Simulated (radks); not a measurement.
All-electron atom: the argon ion Ar4+ in [He] 2s2 2p5.5 3s2 3p2 4f0.5 (fractional occupations, a model configuration). Method: non-relativistic Kohn-Sham, r2SCAN, spin-polarised, spherical densities, point nucleus; open shells are filled with parallel spins first; meta-GGA in the generalised Kohn-Sham scheme; computed with a radial shooting solver on a logarithmic mesh with Libxc functionals. Some entries of the table are withheld. Estimate them.

| orbital | occ. | eigenvalue (eV) | <1/r> (bohr^-1) |
|---|---|---|---|
| 1s up | 1 | -3223.079 | 17.54 |
| 1s down | 1 | -3220.619 | 17.55 |
| 2s up | 1 | -389.1525 | 3.595 |
| 2s down | 1 | -386.0890 | 3.583 |
| 2p up | 3 | -324.1102 | 3.506 |
| 2p down | 2.5 | -319.9923 | 3.494 |
| 3s up | 1 | -91.2598 | 1.145 |
| 3s down | 1 | -85.9233 | 1.131 |
| 3p up | 2 | (1) | 1.063 |
| 3p down | 0 | (2) | 1.051 |
| 3d up | 0 | -48.9367 | (3) |
| 3d down | 0 | -44.2456 | (4) |
| 4s up | 0 | (5) | 0.4814 |
| 4f up | 0.5 | -17.7481 | 0.3190 |

Answer. 
(1) 3p up eigenvalue (eV): -74.1883
(2) 3p down eigenvalue (eV): -69.0475
(3) 3d up <1/r> (bohr^-1): 0.8852
(4) 3d down <1/r> (bohr^-1): 0.8903
(5) 4s up eigenvalue (eV): -33.2599
